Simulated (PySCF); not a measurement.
Compound: C4H6F2S2.
SMILES with atom numbers: `[F:1][CH:2]([F:3])[CH:4]1[S:5][CH2:6][CH2:7][S:8]1` (hydrogens: H9 on C2; H10 on C4; H11, H12 on C6; H13, H14 on C7)

Structure used (GFN2-xTB), in Å, numbered top down from 1:
```xyz
14
C4H6F2S2 angstrom
F      2.622    1.234   -0.624
C      1.927    0.403    0.185
F      2.838   -0.424    0.745
C      0.899   -0.390   -0.613
S      0.001   -1.545    0.458
C     -1.338   -0.364    0.821
C     -1.771    0.221   -0.502
S     -0.277    0.777   -1.404
H      1.476    1.009    0.986
H      1.411   -0.966   -1.387
H     -0.965    0.400    1.504
H     -2.138   -0.924    1.300
H     -2.276   -0.525   -1.115
H     -2.410    1.093   -0.378
```

Computed with TDDFT PBE0/def2-SVPD, vertical, gas phase, core orbitals frozen in the response (PySCF 2.14.0, density-fitted response routines).

Kohn–Sham orbitals with the atoms that hold most of them (Löwdin shares over 4%, at most four atoms; ? is withheld):

| orbital | ε (eV) | atoms |
| --- | --- | --- |
| HOMO-3 | -10.02 | F3 14%, C4 13%, S8 13%, F1 12% |
| HOMO-2 | -9.19 | S8 37%, S5 34%, C4 8%, C6 8% |
| HOMO-1 | -7.19 | S5 62%, S8 10%, C6 8%, C4 8% |
| HOMO | -7.05 | ? |
| LUMO | ? | ? |
| LUMO+1 | 0.37 | S8 27%, S5 16%, C4 10%, C6 8% |
| LUMO+2 | 0.57 | S5 30%, S8 28%, H13 6%, C7 6% |

(1) Which atoms hold the HOMO, and with what shares?

(2) Which atoms hold the LUMO, and with what shares?

(3) What is the LUMO energy, and the HOMO–LUMO gap?

## Answers

(1) S8 (bonded to 2 C) 62%; C7 (bonded to C, S and 2 H) 9%; C4 (bonded to C, 2 S and H) 9%; S5 (bonded to 2 C) 7%. By element: sulfur 68%, carbon 18% or more.

(2) S5 (bonded to 2 C) 36%; S8 (bonded to 2 C) 27%; C4 (bonded to C, 2 S and H) 11%; C6 (bonded to C, S and 2 H) 8%. By element: sulfur 62%, carbon 20% or more.

(3) ε(LUMO) = -0.47 eV; the gap is 6.58 eV (0.2417 hartree).

Q: How does S1 compare with the orbital gap of 6.58 eV?

A: S1 is at 5.06 eV (f = 0.0005), 1.52 eV below the gap, made of HOMO→LUMO (90%). 

Q: One configuration dominates each of S1, S2, S3 and S4. Which, and how do the shares of the two leading atoms of either orbital change from the occupied to the empty one?

A: 
- S1 (5.06 eV, f 0.0005), HOMO→LUMO (90%): S8 62% → 27%, C7 9% → at most 9%, S5 7% → 36%
- S2 (5.17 eV, f 0.0054), HOMO-1→LUMO (91%): S5 62% → 36%, S8 10% → 27%
- S3 (6.16 eV, f 0.0032), HOMO→LUMO+1 (81%): S8 62% → 27%, C7 9% → at most 9%, S5 7% → 16%
- S4 (6.34 eV, f 0.016), HOMO-1→LUMO+1 (90%): S5 62% → 16%, S8 10% → 27%

Löwdin shares depend on the basis, the more so with diffuse functions.

Hardware: an Intel Xeon Platinum 8488C with one thread, shared host. Cost: 48 s of wall time, 0.94 GiB resident at most.

One conformer stands for the species.
